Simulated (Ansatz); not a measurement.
N-butyl-N-methylpyrrolidinium dicyanamide, `CCCC[N+]1(C)CCCC1.N#C[N-]C#N`, relaxed as a singlet with RKS PBE-D4/def2-SVP in Ansatz, starting from the GFN2-xTB geometry. Force threshold 0.03 eV/Å.

Start:

```
atom    x (Å)    y (Å)    z (Å)
  C1  -1.8555  -3.1652   2.1639
  C2  -1.1837  -2.5546   0.9407
  C3  -0.7225  -1.1220   1.2166
  C4  -0.2032  -0.4900  -0.0706
  N5   0.4925   0.8139   0.0966
  C6  -0.3831   1.7589   0.8137
  C7   0.8205   1.3912  -1.2473
  C8   2.1696   2.0667  -1.0781
  C9   2.8930   1.0654  -0.1861
 C10   1.8041   0.6478   0.8013
 H11  -1.1716  -3.1827   3.0099
 H12  -2.1692  -4.1844   1.9562
 H13  -2.7331  -2.5880   2.4450
 H14  -0.3276  -3.1659   0.6490
 H15  -1.8848  -2.5466   0.1056
 H16   0.0450  -1.1396   1.9948
 H17  -1.5771  -0.5588   1.5919
 H18  -1.0498  -0.3188  -0.7363
 H19   0.4855  -1.1706  -0.5769
 H20  -1.3406   1.8349   0.2639
 H21   0.0875   2.7387   0.8469
 H22  -0.5652   1.4140   1.8276
 H23   0.8892   0.5804  -1.9814
 H24   0.0210   2.0616  -1.5583
 H25   2.0769   3.0338  -0.5820
 H26   2.6641   2.2163  -2.0340
 H27   3.2192   0.2133  -0.7818
 H28   3.7587   1.4868   0.3200
 H29   1.8153   1.2924   1.6807
 H30   1.9249  -0.3842   1.1251
 N31  -2.5835   1.7182  -1.1427
 C32  -2.3420   1.0691  -2.0808
 N33  -2.0767   0.3572  -3.0995
 C34  -0.9960  -0.3012  -3.2785
 N35  -0.0021  -0.8878  -3.4152
```

(1) Estimate the energy that the relaxation releases and the steps that it takes.

(2) Does the start keep its bonding and symmetry?

(3) Predict the relaxed structure.

Results:

(1) 0.42 eV, in 11 steps; 38 s on 2 threads of AMD EPYC 7R13 on a shared host and a share (18 GiB) of an NVIDIA H100 80GB HBM3. The force fell under the threshold at step 10, but the optimiser went on. No frequencies were taken in this run, so the end may be a saddle point.

(2) By distances, no bond broke or formed. The bond that changes most is N5–C7, from 1.50 to 1.54 Å (atoms count from 1).

(3) 
```xyz
35

C    -1.803   -3.261    2.154
C    -1.350   -2.491    0.913
C    -0.670   -1.155    1.254
C    -0.270   -0.433   -0.025
N     0.467    0.886    0.154
C    -0.397    1.862    0.902
C     0.798    1.483   -1.230
C     2.176    2.101   -1.069
C     2.887    1.056   -0.202
C     1.829    0.697    0.842
H    -0.947   -3.500    2.821
H    -2.287   -4.219    1.877
H    -2.536   -2.676    2.749
H    -0.652   -3.113    0.311
H    -2.221   -2.293    0.250
H     0.210   -1.353    1.907
H    -1.375   -0.537    1.850
H    -1.173   -0.171   -0.607
H     0.367   -1.061   -0.679
H    -1.357    1.953    0.345
H     0.124    2.837    0.931
H    -0.554    1.498    1.933
H     0.821    0.639   -1.952
H    -0.030    2.159   -1.511
H     2.136    3.087   -0.558
H     2.659    2.255   -2.053
H     3.142    0.168   -0.815
H     3.818    1.418    0.273
H     1.857    1.383    1.709
H     1.898   -0.338    1.220
N    -2.547    1.707   -1.461
C    -2.293    0.945   -2.344
N    -2.019    0.110   -3.309
C    -0.875   -0.533   -3.296
N     0.167   -1.110   -3.282
```
Bond lengths: 8 × C–N 1.19 to 1.54 Å; 6 × C–C 1.52 to 1.54 Å; 20 × C–H 1.10 to 1.11 Å.
